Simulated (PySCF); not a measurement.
## Unknowns

[PySCF: shielding tensors at PBE0/pcSseg-1 (GIAO); coordinates at the PBE0-D3(BJ)/def2-SVP level; fast rotation and ring inversion assumed for equivalent nuclei; one computed conformer; non-relativistic Hamiltonian; no solvent]

δ = σ(ref) − σ, references computed at the same level: ¹H (31.27 ppm) and ¹³C (184.41 ppm) against TMS. Splittings of carbon signals by F and P are missing where no couplings were computed. Where no couplings were computed, multiplicities follow the n + 1 count of equivalent neighbours, and m marks all less simple cases (inequivalent or close neighbours, rings, F or P nearby). Shifts are as computed. Against solution values, carbons near 30 ppm lie about +2 ppm off and those near 130 ppm about +5 ppm. Of 1211 compounds with measured shifts, 218 miss one by over three times the rms of a fit or turn the order of signals round; such compounds aren't used in these exercises.

Q: C7H10N2Si. ¹H NMR (500 MHz, computed): δ 7.09 (m, 1H), 6.89 (m, 1H), 5.17 (m, 1H), 2.52 (d, 1H), 2.31 (s, 3H), 0.70 (d, 3H). ¹³C{¹H} NMR (computed): δ 147.0 (C), 141.1 (CH), 121.3 (CH), 105.6 (CH), 86.3 (C), 16.0 (CH3), -3.7 (CH3). What is it?

A: SMILES C#C[Si@H](C)n1cnc(C)c1. Rings plus π bonds: 5 (1 ring in the answer). 7 carbon signals for 7 carbons: no two carbons are equivalent. Carbon types of the structure: 2 × C, 3 × CH, 2 × CH3, leaving 1 H on heteroatoms. δC 147.0: substituted aromatic carbon next to a ring nitrogen. δC 141.1: aromatic CH between two ring heteroatoms. δC 121.3: aromatic CH next to a ring nitrogen. δC 86.3: alkyne carbon; the triple bond shields along its axis, which puts it between sp3 and sp2 carbons.

This is the structure that produced the data.

Q: C7H8FNSi. ¹H NMR (500 MHz, computed): δ 6.28 (m, 1H), 5.93 (m, 1H), 4.90 (s, 3H), 2.12 (s, 3H). ¹³C{¹H} NMR (computed): δ 160.8 (C), 121.0 (CH), 117.3 (CH), 94.5 (C), 91.9 (C), 75.6 (C), 5.7 (CH3). Give a structure.

A: `c1(F)c(C#CC)ccn1[SiH3]`. The formula gives 5 degrees of unsaturation (1 ring in the answer). 7 carbon signals for 7 carbons: no two carbons are equivalent. Carbon types of the structure: 4 × C, 2 × CH, 1 × CH3, leaving 3 H on heteroatoms. δC 160.8: aromatic carbon bearing fluorine; an ipso carbon deshielded by its heteroatom. δC 117.3: aromatic CH next to a ring nitrogen. δC 94.5, 75.6: alkyne carbon; sp carbons lie upfield of alkene carbons because the cylindrical π system leaves one tensor component strongly shielded. δC 91.9: substituted aromatic carbon.

This is the structure that produced the data.
